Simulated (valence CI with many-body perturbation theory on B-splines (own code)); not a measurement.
**La XLIV: electric-dipole lines**

Level of theory: configuration interaction combined with many-body perturbation theory (CI+MBPT): four valence electrons over a frozen Dirac-Fock core [Ne], a basis of 11 s, 11 p, 10 d, 8 f, 5 g, 2 h functions for each j, with the one-electron correlation potential Σ1, the two-electron term Σ2, the three-electron term Σ3, Breit, model QED; selected CI, second order for the rest, scaled by the run's own slope (own B-spline code, finite nucleus).

No measured spectrum was set against this ion. As an estimate, large intervals hold to a few tenths of a per cent, small ones and those within an open d or f shell to about a per cent. Among the levels kept, up to 550 cm⁻¹ of a level comes from second order outside the variational space, and about a tenth of that is noise between levels of different J, which matters for small intervals.

Lines 151 to 200 of 533 in falling wavelength, among levels below 6192.2 × 10³ cm⁻¹, chosen from the strongest by gf and those to the six lowest levels. Wavelengths and rates use the calculated energies. Electric multipoles are in the length gauge, E1 and E2 with the static RPA response of the core. Weak lines are less certain than strong ones. Lines between different terms over intervals too small for the method are left out, as are lines whose strength nearly cancels. Where a level lies close to another of its J and parity, the split of strength between their lines is uncertain. The highest levels of a list are the least certain.

Levels are named by their leading jj configuration (3d3/2^4 stands for four electrons in 3d with j = 3/2), which in mixed levels can hold well under half, so a name can repeat and another be missing. Letters in brackets count levels of one name in rising energy.

```tsv
λ vac (Å)	Upper	Lower	A (s⁻¹)	log gf	Branch %
61.61	(3s 3p1/2 3p3/2 3d5/2) J=4 [c]	(3s 3p1/2 3p3/2^2) J=3	1.21e+11	-0.21	52.1
61.57	(3s 3p1/2^2 3d5/2) J=2	(3s 3p1/2^2 3p3/2) J=2	2.52e+10	-1.15	32.9
61.42	(3s 3p3/2^2 3d5/2) J=2 [c]	(3s 3p3/2^3) J=1	3.80e+11	0.03	40.6
61.41	(3s 3p1/2 3d5/2^2) J=5	(3s 3p1/2 3p3/2 3d5/2) J=5	4.25e+10	-0.58	33.0
61.40	(3s 3p1/2 3d5/2^2) J=3 [b]	(3s 3p1/2 3p3/2 3d5/2) J=3 [a]	4.26e+10	-0.77	18.2
61.38	(3s 3p3/2^2 3d3/2) J=2 [a]	(3s^2 3p3/2 3d5/2) J=2	2.68e+10	-1.12	4.2
61.35	(3s 3p1/2 3d5/2^2) J=4 [a]	(3s 3p1/2 3p3/2 3d5/2) J=4 [a]	3.72e+10	-0.72	10.5
61.23	(3s 3p1/2 3d3/2 3d5/2) J=2 [d]	(3s 3p1/2 3p3/2 3d3/2) J=2 [d]	3.82e+10	-0.97	6.2
61.20	(3s 3p1/2 3d5/2^2) J=2 [a]	(3s 3p1/2 3p3/2 3d5/2) J=2 [a]	1.34e+11	-0.42	51.2
61.17	(3p1/2 3p3/2^2 3d3/2) J=4	(3s 3p1/2 3p3/2 3d5/2) J=4 [b]	1.79e+10	-1.05	4.2
61.02	(3s 3p3/2^2 3d5/2) J=2 [b]	(3s 3p3/2^3) J=2	3.80e+11	0.03	56.8
60.98	(3p1/2 3p3/2^2 3d5/2) J=4 [b]	(3s 3p1/2 3p3/2 3d5/2) J=3 [d]	1.25e+11	-0.20	26.4
60.91	(3p1/2 3p3/2^2 3d5/2) J=3 [a]	(3s 3p1/2 3p3/2 3d5/2) J=2 [c]	9.30e+10	-0.44	14.4
60.85	(3s 3p1/2 3d3/2^2) J=2 [b]	(3s 3p1/2 3p3/2 3d3/2) J=1 [a]	3.31e+10	-1.04	5.6
60.71	(3s 3p3/2^2 3d5/2) J=3 [c]	(3s 3p3/2^3) J=2	3.15e+11	0.09	44.4
60.71	(3p1/2 3p3/2^2 3d5/2) J=3 [a]	(3s 3p1/2 3p3/2 3d5/2) J=3 [d]	3.58e+10	-0.86	5.5
60.65	(3s 3p1/2 3p3/2 3d5/2) J=2 [d]	(3s 3p1/2 3p3/2^2) J=1 [a]	2.81e+10	-1.11	4.4
60.54	(3s 3p1/2 3d3/2 3d5/2) J=1 [a]	(3s 3p1/2 3p3/2 3d3/2) J=1 [a]	5.63e+10	-1.03	20.2
60.40	(3s^2 3p3/2 3d5/2) J=3	(3s^2 3p3/2^2) J=2	2.79e+11	0.03	96.2
60.37	(3s 3p3/2^2 3d5/2) J=5	(3s^2 3p3/2 3d5/2) J=4	8.43e+10	-0.30	100.0
60.24	(3s 3p1/2 3p3/2^2) J=2 [a]	(3s^2 3p1/2 3p3/2) J=2	7.43e+09	-1.69	3.7
60.19	(3s^2 3d5/2^2) J=2	(3s^2 3p3/2 3d5/2) J=2	1.34e+11	-0.44	31.0
60.05	(3s 3p1/2 3p3/2 3d5/2) J=2 [a]	(3s^2 3p1/2 3d5/2) J=2	8.58e+10	-0.63	51.1
59.96	(3s 3p1/2 3d5/2^2) J=2 [b]	(3s 3p1/2 3p3/2 3d5/2) J=3 [a]	5.81e+10	-0.81	18.4
59.87	(3s 3p3/2^2 3d3/2) J=3 [a]	(3s^2 3p3/2 3d3/2) J=2	1.08e+11	-0.39	17.7
59.85	(3s 3p3/2^2 3d3/2) J=3 [a]	(3s^2 3p3/2 3d3/2) J=3	2.98e+10	-0.95	4.9
59.76	(3p1/2 3p3/2^2 3d3/2) J=1 [a]	(3s 3p1/2 3p3/2 3d3/2) J=1 [d]	5.97e+10	-1.02	8.9
59.75	(3s 3p1/2 3p3/2 3d5/2) J=3 [c]	(3s 3p1/2 3p3/2^2) J=2 [a]	2.09e+11	-0.11	67.3
59.73	(3p1/2 3p3/2^2 3d3/2) J=3 [a]	(3s 3p1/2 3p3/2 3d5/2) J=3 [a]	3.33e+10	-0.90	7.0
59.65	(3s 3p1/2 3d3/2 3d5/2) J=3 [d]	(3s 3p1/2 3p3/2 3d3/2) J=3 [b]	2.51e+10	-1.03	5.3
59.54	(3s 3p3/2^2 3d3/2) J=2 [a]	(3s^2 3p3/2 3d3/2) J=1	1.19e+11	-0.50	18.8
59.38	(3p1/2 3p3/2^2 3d5/2) J=4 [a]	(3s 3p1/2 3p3/2 3d5/2) J=3 [c]	1.90e+11	-0.04	46.2
59.36	(3s 3p1/2 3d5/2^2) J=4 [c]	(3s 3p1/2 3p3/2 3d3/2) J=3 [c]	2.97e+10	-0.85	13.0
59.35	(3s 3p3/2^2 3d3/2) J=2 [a]	(3s^2 3p3/2 3d3/2) J=2	4.69e+10	-0.91	7.4
59.31	(3s 3p1/2 3d3/2 3d5/2) J=3 [b]	(3s 3p1/2 3p3/2 3d3/2) J=3 [a]	4.68e+10	-0.76	22.8
59.19	(3s 3p1/2 3d5/2^2) J=4 [c]	(3s 3p1/2 3p3/2 3d5/2) J=5	3.12e+10	-0.83	13.7
59.10	(3s 3p1/2 3d3/2 3d5/2) J=4 [b]	(3s 3p1/2 3p3/2 3d3/2) J=3 [a]	1.72e+10	-1.09	11.4
59.03	(3s 3p1/2 3d5/2^2) J=3 [b]	(3s 3p1/2 3p3/2 3d5/2) J=2 [a]	4.67e+10	-0.77	19.9
59.03	(3s^2 3p3/2 3d5/2) J=1	(3s^2 3p3/2^2) J=2	7.75e+10	-0.92	40.0
59.03	(3s 3p1/2 3d5/2^2) J=4 [a]	(3s 3p1/2 3p3/2 3d3/2) J=4	2.82e+10	-0.88	8.0
59.00	(3s 3p1/2 3p3/2 3d5/2) J=3 [a]	(3s^2 3p1/2 3d5/2) J=3	3.50e+10	-0.89	23.8
58.99	(3s 3p1/2 3d3/2 3d5/2) J=2 [b]	(3s 3p1/2 3p3/2 3d3/2) J=2 [b]	2.87e+10	-1.13	13.5
58.83	(3s 3p1/2 3d3/2 3d5/2) J=2 [b]	(3s 3p1/2 3p3/2 3d3/2) J=3 [a]	5.59e+10	-0.84	26.4
58.68	(3p1/2 3p3/2^2 3d5/2) J=5	(3s 3p1/2 3p3/2 3d5/2) J=4 [c]	1.72e+11	-0.01	64.3
58.67	(3s 3p3/2^2 3d3/2) J=1 [a]	(3s^2 3p3/2 3d3/2) J=0	1.27e+11	-0.71	16.4
58.54	(3s 3p3/2^2 3d5/2) J=1 [b]	(3s 3p3/2^3) J=2	9.26e+10	-0.85	11.2
58.48	(3s 3p1/2 3d5/2^2) J=1 [b]	(3s 3p1/2 3p3/2 3d5/2) J=2 [b]	1.31e+11	-0.70	41.5
58.46	(3s 3p1/2 3d5/2^2) J=4 [b]	(3s 3p1/2 3p3/2 3d5/2) J=4 [a]	3.84e+10	-0.75	13.6
58.41	(3s^2 3d5/2^2) J=2	(3s^2 3p3/2 3d3/2) J=1	3.06e+10	-1.11	7.1
58.35	(3p1/2 3p3/2^2 3d3/2) J=2 [b]	(3s 3p1/2 3p3/2 3d5/2) J=2 [b]	2.88e+10	-1.13	4.4
```
